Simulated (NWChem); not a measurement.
System: SiHSeCl₂F; SMILES F[Si](Cl)(Cl)[SeH]

NWChem input:

```
start job
memory heap 200 mb stack 900 mb global 1100 mb
geometry units angstroms noautoz
  F      0.051283     0.782442     1.850419
  Si     0.001378     0.487888     0.275033
  Cl     1.608827     1.481941    -0.530022
  Cl    -1.749044     1.259961    -0.460614
  Se     0.001738    -1.735363    -0.164130
  H      1.353868    -1.913196     0.416432
end
basis spherical
  * library def2-svp
end
dft
  xc mn15-l
  iterations 150
  mulliken
end
task dft energy
```

Structure relaxed at the B3LYP/6-31G* (spherical d) level.

Task: Predict the main results of this run. (MN15-L/def2-SVP.) Quantities: energy (Ha); highest occupied level (eV); orbital gap (eV); dipole (D).

Result: 
```yaml
energy (Ha): -3711.07
highest occupied level (eV): -7.02
orbital gap (eV): 6.06
dipole (D): 1.34
```
